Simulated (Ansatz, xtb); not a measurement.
**C7H4ClF: which of two isomers lies lower**

We compare a, `C#C/C=C(\Cl)C#CCF`, a singlet, with b, `C#C/C(F)=C(/C#C)CCl`, a singlet. Both are isolated molecules in the gas phase, relaxed with PBE-D3(BJ)/def2-SVP; the shapes shown needn't be the lowest conformers.

a (Å):

```xyz
13

C    -1.4142   -3.1804    0.6226
C    -1.0099   -2.0220    0.5715
C    -0.5759   -0.6847    0.4705
C     0.3219   -0.0764    1.3127
C     0.7218    1.2734    1.1886
C     1.0905    2.4426    1.0984
C     1.5193    3.8312    0.9890
Cl    1.0402   -0.9683    2.6357
F     0.5268    4.7220    1.3741
H    -1.7613   -4.2026    0.6802
H    -0.9865   -0.0636   -0.3435
H     2.4168    3.9958    1.6290
H     1.8094    4.0555   -0.0638
```

b (Å):

```yaml
atoms:
  - { symbol: C, position_ang: [2.3727, -1.4227, -1.1793] }
  - { symbol: C, position_ang: [1.6846, -1.4548, -0.1644] }
  - { symbol: C, position_ang: [0.8745, -1.5207, 0.9982] }
  - { symbol: C, position_ang: [0.7307, -0.5261, 1.9356] }
  - { symbol: C, position_ang: [-0.1256, -0.7078, 3.0526] }
  - { symbol: C, position_ang: [-0.8446, -0.8201, 4.0398] }
  - { symbol: C, position_ang: [1.4473, 0.7845, 1.7744] }
  - { symbol: Cl, position_ang: [0.3070, 2.1067, 1.2784] }
  - { symbol: F, position_ang: [0.2132, -2.6800, 1.1607] }
  - { symbol: H, position_ang: [2.9776, -1.3903, -2.0756] }
  - { symbol: H, position_ang: [-1.4880, -0.9277, 4.9019] }
  - { symbol: H, position_ang: [2.2287, 0.7181, 0.9958] }
  - { symbol: H, position_ang: [1.8995, 1.1048, 2.7315] }
```

Quicker runs give these differences E(b) − E(a): GFN2-xTB +6.76 kcal/mol; HF/STO-3G −4.40 kcal/mol (at GFN2-xTB geometries); r2SCAN-D4/def2-SVP −0.62 kcal/mol (at GFN2-xTB geometries).

Q: Which of the two would you expect CCSD(T)/def2-SVP + ΔMP2/def2-TZVPP electronic energies to favour?

A: Too close to call at this level: CCSD(T)/def2-SVP + ΔMP2/def2-TZVPP gives E(b) − E(a) = −0.83 kcal/mol.

The same difference at several levels:

```tsv
level	geometry	E(b) − E(a) (kcal/mol)	departure from the last row (kcal/mol)	job, with rough time for the two
GFN2-xTB	GFN2-xTB	+6.76	+7.59	optimisation, 0.6 s
HF/STO-3G	GFN2-xTB	−4.40	−3.57	single point, 1.5 s
r2SCAN-D4/def2-SVP	GFN2-xTB	−0.62	+0.20	single point, 9.6 s
PBE-D3(BJ)/def2-SVP	PBE-D3(BJ)/def2-SVP	−0.07	+0.75	optimisation, 3.4 min
HF/def2-SVP	PBE-D3(BJ)/def2-SVP	+0.64	+1.47	part of the CCSD(T) run
MP2/def2-SVP	PBE-D3(BJ)/def2-SVP	−0.73	+0.10	part of the CCSD(T) run
CCSD(T)/def2-SVP	PBE-D3(BJ)/def2-SVP	−1.00	−0.17	single point
CCSD(T)/def2-SVP + ΔMP2/def2-TZVPP	PBE-D3(BJ)/def2-SVP	−0.83		single point, 5.1 min
```

As drawn, both hold the same kinds of bond in the same numbers.

The largest departure from CCSD(T)/def2-SVP + ΔMP2/def2-TZVPP is that of GFN2-xTB, 7.59 kcal/mol. The last row adds to CCSD(T) the change of the MP2 difference between the two basis sets, here +0.17 kcal/mol.

With thermal terms from frequencies at re-optimised GFN2-xTB minima (ideal gas, soft modes damped towards free rotors, one conformer each, 298.15 K, 1 atm): on the last row, ΔE + ΔZPE = −0.97, ΔH = −1.07, ΔG = −0.41 kcal/mol.

The correlated steps freeze 13 core orbitals. Codes used: Ansatz 0.2.0, xtb 6.7.1; the last row on 2 threads of AMD EPYC 7R43 64-Core Processor (Zen 3) on a shared host.
